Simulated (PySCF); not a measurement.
Method: PySCF with B3LYP-D3(BJ)/def2-TZVP // B3LYP-D3(BJ)/def2-SVP. Isolated molecules, 0 K electronic values unless said otherwise. One relaxed conformer stands for a flexible species; it need not be the lowest. B3LYP has the VWN-RPA correlation part, as in Gaussian. Excitations are Tamm–Dancoff values on a coarser integration grid. The basis has no diffuse functions, so Rydberg states are missing or too high.

Reference species: [Al(H)3(NH3)] (neutral, multiplicity 1).

```yaml
S1 oscillator strength: 0.003
HOMO: -7.23 eV
S1 excitation (TDA): 5.62 eV
```

After one change: the S1 oscillator strength hardly moves; the HOMO drops by 0.42 eV; the S1 excitation (TDA) rises by 0.25 eV.

What was changed between the two runs? The new species is one of these.
(A) [Al(H)3(O(CH3)2)]
(B) [Al(H)3(N(CH3)3)]
(C) [Al(H)3(H2S)]
(D) [Al(H)3(CH3CN)]

C, [Al(H)3(H2S)]
